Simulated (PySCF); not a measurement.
**`C[Si@@H]1[SiH2]CC[C@@H]1C(F)(F)F`: 4 charge schemes on one density**

C5H11F3Si2.
Z-matrix (Å and degrees, GFN2-xTB geometry), rows numbered from 1:
```
C 
Si  1  1.8991
Si  2  2.3236  1  116.38
C   3  1.9170  2   93.86  1  -114.88
C   4  1.5287  3  109.16  2    26.71
C   5  1.5321  4  110.80  3   -52.45
C   6  1.4960  2  112.50  1   -31.35
F   7  1.3455  6  113.46  2    66.44
F   7  1.3488  6  112.32  2   -53.59
F   7  1.3502  6  113.50  2  -173.17
H   1  1.0865  2  111.54  3   168.83
H   1  1.0857  2  110.43  3   -71.46
H   1  1.0867  2  111.79  3    48.46
H   2  1.4717  1  108.67  3   140.62
H   3  1.4695  2  116.40  1    -0.57
H   3  1.4660  2  118.97  1   129.68
H   4  1.0913  3  109.92  2   -92.71
H   4  1.0889  3  112.93  2   148.52
H   5  1.0940  4  109.51  3    67.76
H   5  1.0949  4  110.21  3  -174.48
H   6  1.0943  2  109.21  1  -148.22
```

Density: PBE0/pcSseg-1 (PySCF); schemes: Mulliken, IAO, Hirshfeld and ESP-fitted. Geometry: GFN2-xTB, one conformer, isolated molecule.

Problem. What partial charge does each atom carry?

Solution. In e:

```csv
atom,environment,Mulliken,IAO,Hirshfeld,ESP-fitted
C1,Si-methyl carbon,-0.603,-0.699,-0.216,-0.531
Si2,SiH silicon,+0.491,+0.601,+0.272,+0.381
Si3,SiH2 silicon,+0.351,+0.427,+0.242,+0.158
C4,sp3 carbon bound to silicon,-0.477,-0.521,-0.155,-0.203
C5,ring CH2 carbon,-0.217,-0.247,-0.076,-0.057
C6,sp3 carbon bound to silicon,-0.642,-0.417,-0.140,-0.219
C7,CF3 carbon,+0.870,+0.805,+0.258,+0.444
F8,fluorine of a CF3 group,-0.280,-0.290,-0.079,-0.171
F9,fluorine of a CF3 group,-0.278,-0.292,-0.094,-0.178
F10,fluorine of a CF3 group,-0.280,-0.291,-0.102,-0.188
H11,methyl hydrogen,+0.155,+0.166,+0.040,+0.155
H12,methyl hydrogen,+0.143,+0.158,+0.043,+0.140
H13,methyl hydrogen,+0.147,+0.160,+0.038,+0.132
H14,Si–H hydrogen,-0.024,-0.101,-0.077,-0.116
H15,Si–H hydrogen,-0.046,-0.101,-0.076,-0.057
H16,Si–H hydrogen,-0.051,-0.099,-0.077,-0.081
H17,methylene hydrogen,+0.144,+0.144,+0.039,+0.075
H18,methylene hydrogen,+0.148,+0.153,+0.043,+0.075
H19,methylene hydrogen,+0.141,+0.135,+0.033,+0.071
H20,methylene hydrogen,+0.143,+0.146,+0.037,+0.049
H21,methine hydrogen,+0.165,+0.163,+0.045,+0.120
```

Mean size of the charges over all atoms: IAO 0.291 e, Mulliken 0.276 e, ESP-fitted 0.171 e, Hirshfeld 0.104 e. Each set sums to the total charge, 0, to within 0.001 e. The Mulliken scheme gives each basis function's population to the atom it is centred on and halves the overlap population of two atoms between them.

Lowest charge. The schemes don't all agree: Mulliken C6 (-0.642); IAO C1 (-0.699); Hirshfeld C1 (-0.216); ESP-fitted C1 (-0.531).

Highest charge. The schemes don't all agree: Mulliken C7 (+0.870); IAO C7 (+0.805); Hirshfeld Si2 (+0.272); ESP-fitted C7 (+0.444).

Problem. Sum the charges by element.

Solution. 
| element | atoms | Mulliken | IAO | Hirshfeld | ESP-fitted |
| --- | --- | --- | --- | --- | --- |
| C | 5 | -1.069 | -1.079 | -0.328 | -0.567 |
| Si | 2 | +0.842 | +1.028 | +0.514 | +0.540 |
| F | 3 | -0.838 | -0.873 | -0.275 | -0.536 |
| H | 11 | +1.065 | +0.924 | +0.089 | +0.564 |

Problem. How many electrons does the Hirshfeld scheme count on C4?

Solution. Z − q = 6 − (-0.155) = 6.155.

Problem. How closely do the schemes follow one another over all atoms?

Solution. Correlation coefficient and root-mean-square difference: Mulliken with IAO 0.98, 0.068 e; IAO with ESP-fitted 0.97, 0.158 e; IAO with Hirshfeld 0.97, 0.233 e; Mulliken with ESP-fitted 0.94, 0.166 e; Hirshfeld with ESP-fitted 0.93, 0.104 e; Mulliken with Hirshfeld 0.93, 0.235 e.
